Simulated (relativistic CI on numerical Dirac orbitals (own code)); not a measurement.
Hyperfine structure of Rh³⁰⁺, mass number 103

Computed by Dirac-Coulomb-Breit CI, orbitals from a KLI potential per configuration, QED by a radiative potential, unscaled Slater integrals (own radial code, finite nucleus).

Configurations in the expansion (outside the closed core [Ne]): 3s2.3p3, 3s.3p4, 3s2.3p2.3d, 3p5, 3s.3p3.3d, 3p4.3d, 3s.3p2.3d2, 3s2.3p.3d.4p, 3p4.4s, 3s.3p2.3d.4s, 3p4.4p, 3s2.3p2.4s, 3s2.3p.3d2, 3s2.3d3, 3s.3p.3d3, 3s2.3d2.4s, 3p3.3d2, 3p2.3d3, 3p2.3d2.4s, 3s2.3p.3d.4s, 3s.3p.3d2.4s, 3s2.3d.4s2, 3s.3p2.3d.4p, 3s.3p.3d2.4p, 3p2.3d2.4p, 3s.3p.3d.4s.4p. Double excitations out of closed p, d and f shells are left out; levels of such configurations are missing from the list, as are those of other unlisted configurations, and high levels can miss mixing partners.

Nuclear spin I = 1/2, μ = -0.08829 μN (tables of Stone and Pyykkö). The electronic factors are computed for point nuclear moments, without core polarisation or the Bohr-Weisskopf and QED corrections.

```tsv
Level	E (eV)	A (MHz)
3s2.3p3 2D°_5/2	34.086	-12970
3s2.3p3 2P°_1/2	41.989	-38380
3s2.3p3 2P°_3/2	69.898	-6947
3s.3p4 4P_5/2	105.373	-26220
3s.3p4 4P_1/2	122.011	-89600
3s2.3p2.3d 4D_1/2	146.172	-11620
```

Levels with J = 0, under 50 % of one LS term, or S terms without an open s electron are left out. Small factors come from cancelling terms and can be off by tens of per cent or more.

At this charge energies of transitions that change n are usually good to better than 1 %, and those within a shell (Δn = 0) to a few per cent.

(1) Give the hyperfine levels of 3s2.3p3 2D°_5/2 relative to its centre of gravity.

Results:

(1) With K = F(F + 1) − I(I + 1) − J(J + 1), E = AK/2: F = 2: 22690, F = 3: -16210 MHz.

LS names give the leading component of a level, which can be under half, so a name can repeat, a term be missing and a line seem to break the LS rules.
